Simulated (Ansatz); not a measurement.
System: C$_{5}$H$_{9}$B, charge 0, multiplicity 1. 
Coordinates optimised at B3LYP-D3(BJ)/def2-TZVP (Ansatz, an electronic-structure program):
SMILES: CB(C=C)C=C
```xyz
15

C      1.9667     1.3363    -0.1027
C      0.6723     1.0514     0.0733
B      0.0628    -0.3710    -0.0787
C      0.9294    -1.6255    -0.4599
C     -1.4627    -0.6001     0.1481
C     -2.3450     0.3495     0.4765
H      2.3628     2.3401     0.0106
H      2.6878     0.5720    -0.3689
H      0.0301     1.8885     0.3389
H      1.9933    -1.4485    -0.6150
H      0.8253    -2.3937     0.3156
H      0.5284    -2.0863    -1.3705
H     -1.8570    -1.6094     0.0335
H     -3.3993     0.1395     0.6239
H     -2.0495     1.3835     0.6130
```
Charge 0, spin multiplicity 1.

Basis-set convergence of Hartree-Fock and CCSD(T) correlation energies (hartree) with Ansatz. Cores are frozen in the correlated levels unless marked. No spin-orbit coupling. No relativistic terms.

The Hartree-Fock reference is unstable (checked in the largest basis), which strains HF and MP2. 

| basis | functions | E(HF) | E(corr, CCSD(T)) |
|---|---|---|---|
| aug-cc-pVDZ | 219 | -219.26051 | -0.88383 |
| aug-cc-pVTZ | 483 | … | … |

Problem. Complete the blanks.

Solution. 
- aug-cc-pVTZ, E(HF): -219.31351
- aug-cc-pVTZ, E(corr, CCSD(T)): -1.03267
